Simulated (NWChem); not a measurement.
Molecule: ZnHOBr; SMILES [OH][Zn][Br]

```xyz
4

Zn     0.0113     0.8334     0.0000
Br    -0.0096    -1.3960     0.0000
O     -0.0944     2.5999     0.0000
H      0.7517     3.0588     0.0000
```
Atoms are numbered in this order, from 1.

Geometry: optimised at PBE0/def2-SVP.

Symmetry labels are those of Cs in the frame above (b1 and b2, or b-type labels, depend on it).

Question: List the 4 lowest vertical singlet excitations from PBE/def2-SVPD, TDA (NWChem).

Answer: 
| state | energy (eV) | oscillator strength | symmetry | leading excitation (squared amplitude) |
|---|---|---|---|---|
| S1 | 4.71 | 0.001 | a" | HOMO → LUMO (1.00) |
| S2 | 5.05 | 0.019 | a' | HOMO−1 → LUMO (0.99) |
| S3 | 5.28 | 0.045 | a" | HOMO−2 → LUMO (0.99) |
| S4 | 5.98 | 0.057 | a' | HOMO−3 → LUMO (0.70) |
